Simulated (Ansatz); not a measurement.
Input (CCSDT(Q)/cc-pV(D+d)Z; Ansatz, a quantum-chemistry and plane-wave program): A basis named .json is the Basis Set Exchange file of that set.

Ansatz 0.2 input:
```yaml
crystal:
  periodic: [false, false, false]
  atoms:
    - {symbol: F, position_ang: [-0.92925186, 1.15465576, -0.28867094]}
    - {symbol: C, position_ang: [-0.47716006, 0.04464233, 0.31775044]}
    - {symbol: F, position_ang: [-1.09408911, -1.01463247, -0.23142999]}
    - {symbol: Cl, position_ang: [1.28023052, -0.09512174, 0.08181567]}
    - {symbol: H, position_ang: [-0.69088967, 0.08900590, 1.38353929]}
basis:
  gaussian:
    orbitals: cc-pV_D+d_Z.json
magnetization: {spin_polarized: false}
correlation: {method: ccsdt_q, electrons: outside_noble_gas}
```

Output:

```
Functional definition: HF
integrals: 0.07 GiB planned
1284 factors; integrals over basis functions are off by at most 1.5e-7 eV
mean field: 0.28 GiB planned
mean field evaluation 1: about -18959.0178 eV, gradient 3.5e1 eV
mean field evaluation 2: about -18959.1317 eV, gradient 3.6e1 eV
mean field evaluation 4: about -18961.7599 eV, gradient 2.6e0 eV
mean field evaluation 8: about -18961.7962 eV, gradient 2.4e-1 eV
mean field evaluation 16: about -18959.0156 eV, gradient 3.5e1 eV
mean field -18961.79651391 eV, -696.8331691190 hartree, gradient 1.6e-6 eV, S^2 0.000000; 0 other end points of the search recorded, 0 dependent functions left out
8 core orbitals not correlated
reference -18961.79651391 eV, -696.8331691190 hartree; 13, 13 occupied and 49, 49 virtual orbitals, 1284 factors
second order -17.57980079 eV of doubles, -0.00000000 eV of singles
coupled cluster: 2.08 GiB planned
cycle   1  -17.78093580 eV  change   -2.0e-1 eV  update   1.0e-1
cycle   2  -18.36061225 eV  change   -5.8e-1 eV  update   4.7e-2
cycle   3  -18.68917471 eV  change   -3.3e-1 eV  update   1.9e-2
cycle   4  -18.66210871 eV  change    2.7e-2 eV  update   5.8e-3
cycle   5  -18.64748254 eV  change    1.5e-2 eV  update   3.1e-3
cycle   6  -18.64957384 eV  change   -2.1e-3 eV  update   1.0e-3
cycle   7  -18.65058127 eV  change   -1.0e-3 eV  update   4.0e-4
cycle   8  -18.65054314 eV  change    3.8e-5 eV  update   1.9e-4
cycle   9  -18.65032938 eV  change    2.1e-4 eV  update   5.9e-5
cycle  10  -18.65038417 eV  change   -5.5e-5 eV  update   2.3e-5
cycle  11  -18.65032141 eV  change    6.3e-5 eV  update   1.0e-5
cycle  12  -18.65032352 eV  change   -2.1e-6 eV  update   3.8e-6
cycle  13  -18.65032646 eV  change   -2.9e-6 eV  update   1.5e-6
perturbative correction -0.03838330 eV, -0.0014105602 hartree
Total energy: -18980.48522367 eV, -697.5199665348 hartree
```
